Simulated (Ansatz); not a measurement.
System: C3H2F3, charge 0, multiplicity 2. It need not be the lowest isomer of its formula. 
Geometry from a B3LYP-D3(BJ)/def2-TZVP (Ansatz, a program for electronic structure) optimisation:
```xyz
8

C     -1.8748    -0.1847     0.2934
C     -0.6657     0.1415    -0.2531
F     -0.6267     0.8188    -1.4216
C      0.5790    -0.1504     0.2674
F      1.7173     0.1853    -0.2966
F      0.7402    -0.8056     1.4004
H     -1.9237    -0.7249     1.2250
H     -2.7846     0.1002    -0.2107
```
Charge 0, spin multiplicity 2.

Wanted: atomisation energy (electronic, to ground-state atoms), in kcal/mol. Cores are frozen in the correlated levels unless marked. Open shells are spin-unrestricted. No spin-orbit coupling. No relativistic terms. The coupled-cluster limit lacks core correlation, which all-electron functionals hold. CBS marks a two-point X^-3 extrapolation of the correlation energy; Hartree-Fock from the larger set.

The UHF reference is spin-contaminated (<S^2> 0.20 over the pure value in the largest basis). 

```json
[
 {"level": "PBE-D3(BJ)/def2-TZVPD", "program": "Ansatz + dftd3", "atomisation energy (kcal/mol)": "?"},
 {"level": "revPBE-D4/def2-TZVPD", "program": "Ansatz + dftd4", "atomisation energy (kcal/mol)": "803.8"},
 {"level": "B3LYP-D4/def2-TZVPD", "program": "Ansatz + dftd4", "atomisation energy (kcal/mol)": "791.2"},
 {"level": "PBE0/STO-3G", "program": "Ansatz", "atomisation energy (kcal/mol)": "869.7"},
 {"level": "PBE0/6-31G*", "program": "Ansatz", "atomisation energy (kcal/mol)": "?"},
 {"level": "PBE0/def2-TZVP", "program": "Ansatz", "atomisation energy (kcal/mol)": "801.2"},
 {"level": "r2SCAN0/def2-TZVPD", "program": "Ansatz", "atomisation energy (kcal/mol)": "777.6"},
 {"level": "HSE06-D4/def2-TZVPD", "program": "Ansatz + dftd4", "atomisation energy (kcal/mol)": "804.5"},
 {"level": "CAM-B3LYP-D3(BJ)/def2-TZVPD", "program": "Ansatz + dftd3", "atomisation energy (kcal/mol)": "?"},
 {"level": "B2PLYP-D3(BJ)/def2-TZVPD", "program": "Ansatz + dftd3", "atomisation energy (kcal/mol)": "784.2"},
 {"level": "SCS-MP2/STO-3G", "program": "Ansatz", "atomisation energy (kcal/mol)": "678.2"},
 {"level": "SCS-MP2/cc-pVTZ", "program": "Ansatz", "atomisation energy (kcal/mol)": "768.0"},
 {"level": "SCS-MP2/cc-pVQZ", "program": "Ansatz", "atomisation energy (kcal/mol)": "782.1"},
 {"level": "CCSD/6-31G", "program": "Ansatz", "atomisation energy (kcal/mol)": "?"},
 {"level": "CCSD/cc-pVQZ", "program": "Ansatz", "atomisation energy (kcal/mol)": "758.5"},
 {"level": "CCSD(T) with core electrons/cc-pwCVTZ", "program": "Ansatz", "atomisation energy (kcal/mol)": "768.4"},
 {"level": "CCSD(T)/CBS(cc-pVTZ,cc-pVQZ)", "program": "Ansatz", "atomisation energy (kcal/mol)": "785.7"}
]
```

Question: What belongs in the gaps?

Answer: 
- PBE-D3(BJ)/def2-TZVPD, atomisation energy (kcal/mol): 835.0
- PBE0/6-31G*, atomisation energy (kcal/mol): 806.4
- CAM-B3LYP-D3(BJ)/def2-TZVPD, atomisation energy (kcal/mol): 797.7
- CCSD/6-31G, atomisation energy (kcal/mol): 637.4
